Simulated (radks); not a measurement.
Valence configurations of C I (all share [He]). Method: Dirac Kohn-Sham, PBEsol, spin-unpolarised, spherical densities, point nucleus; open shells fill j = l - 1/2 first; computed with a radial shooting solver on a logarithmic mesh with Libxc functionals. Energies are relative to 2s2 2p2; eigenvalues in eV.

| valence | E (eV) | e(2p1/2) | e(2p3/2) | e(2s1/2) |
|---|---|---|---|---|
| 2s2 2p2 | 0.000 | -5.236 | - | -13.644 |
| 2s1.5 2p2.5 | 4.212 | -5.460 | -5.452 | -13.881 |
| 2s1 2p3 | 8.429 | -5.671 | -5.662 | -14.102 |
| 2p4 | 16.878 | -6.059 | -6.050 | - |

NIST lists [He] 2s2 2p2 as the ground configuration; this level of theory agrees among the configurations tried. The energies are those of spherical spin-averaged densities, not of single terms.
